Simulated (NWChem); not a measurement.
System: CNO, doublet; SMILES [O]C#N

Computed with NWChem. Spin-unrestricted. The state is orbitally degenerate and is run as one real component. Geometry: optimised at PBE-D3(BJ)/def2-SVP, spin-unrestricted. No stability test was run on the SCF state. Level: PBE0/def2-SVP with COSMO at NWChem's default radii, gas-phase geometry; rows give the dielectric constant. Reactions with the solvent are ignored.

```
dielectric constant  electrostatic solvation energy (kcal/mol)  dipole in solution (D)
-------------------  -----------------------------------------  ----------------------
2.0                                                       -1.2                    0.75
3.9                                                 (withheld)                    0.80
11.7                                                      -2.3                    0.83
25.0                                                      -2.4                    0.84
37.5                                                      -2.4                    0.85
```

Q: What belongs in the gaps?

A: 
- 3.9, electrostatic solvation energy (kcal/mol): -1.8
